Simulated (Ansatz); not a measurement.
The lowest singlet and triplet of C4H6 (SMILES [CH2]C([CH2])=C); geometries from B3LYP-D3(BJ)/def2-TZVP, each state relaxed from the structure named, with no frequency check, low spin by broken symmetry.
Singlet (charge 0, multiplicity 1):
```
atom    x (Å)    y (Å)    z (Å)
----  -------  -------  -------
C     -0.6514   1.2396  -0.0475
C     -0.0232   0.0010  -0.0003
C      1.4307  -0.0646   0.0173
C     -0.7614  -1.1759   0.0304
H     -1.7297   1.3148  -0.0613
H     -0.0823   2.1582  -0.0715
H      1.9396  -1.0166   0.0538
H      2.0240   0.8377  -0.0060
H     -1.8421  -1.1536   0.0182
H     -0.2781  -2.1419   0.0671
```

A positive gap puts the triplet lower; no zero-point energy. R- takes a restricted singlet, here one determinant of a half-filled degenerate or near-degenerate pair, which mixes singlet states. U- takes an unrestricted singlet (broken symmetry where lower, unprojected). The triplet is unrestricted in single-reference levels. Active spaces average the two states.

Correlated levels freeze the cores.

Codes used: Ansatz (Gaussian orbitals). Values without a source in brackets are computed.

```csv
level,"gap E(singlet) − E(triplet), vertical, at the singlet's geometry (kcal/mol)"
U-SVWN5/def2-TZVPP (spin-contaminated),5.92
R-PBE/def2-TZVPP,37.09
R-PBE0/def2-TZVPP,50.07
U-BHLYP/def2-TZVPP (spin-contaminated),14.24
R-wB97X-V/def2-TZVPP,54.01
U-wB97M-V/def2-TZVPP (spin-contaminated),11.48
U-SCS-MP2/cc-pVDZ (spin-contaminated),13.99
U-CCSD/cc-pVDZ (spin-contaminated),…
"FIC-MRCISD+Q on SA-CASSCF(4,4)/cc-pVDZ",…
```

### Question
What belongs in the gaps?

### Answer

- U-CCSD/cc-pVDZ (spin-contaminated), gap E(singlet) − E(triplet), vertical, at the singlet's geometry (kcal/mol): 11.07
- FIC-MRCISD+Q on SA-CASSCF(4,4)/cc-pVDZ, gap E(singlet) − E(triplet), vertical, at the singlet's geometry (kcal/mol): 19.72

Doubts at one or more of the structures used: a restricted determinant that unrestricted orbitals would lower (R-PBE/def2-TZVPP, R-PBE0/def2-TZVPP, R-wB97X-V/def2-TZVPP); the program's own flag: other amplitudes (U-CCSD/cc-pVDZ (spin-contaminated)).

Ansatz is a program for electronic structure.
